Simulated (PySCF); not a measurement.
# Electron correlation in Ir (iridium, neutral)

[Xe] 4f14 5d7 6s1 7s1, high-spin 6F determinant (an excited configuration). All numbers are calculated (PySCF 2.14, scalar relativity by spin-free X2C-1e, in x2c-TZVPPall with one added diffuse shell each of s, p, d, f type (12s8p8d4f1g, 113 functions)). Frozen: [Xe] 4f14; 9 electrons correlated.

MP2 pair energies summed by pair of shells (mhartree):

```csv
pair,energy,share (%)
5d-5d,-134.27,77.0
5d-6s,-35.21,20.2
5d-7s,-3.27,1.9
6s-7s,-1.63,0.9
```

Total MP2 correlation energy: -174.38 mhartree.

Same-spin part -77.89 and opposite-spin part -96.49 mhartree; SCS-MP2 scales them by 1/3 and 6/5 to -141.76 mhartree.
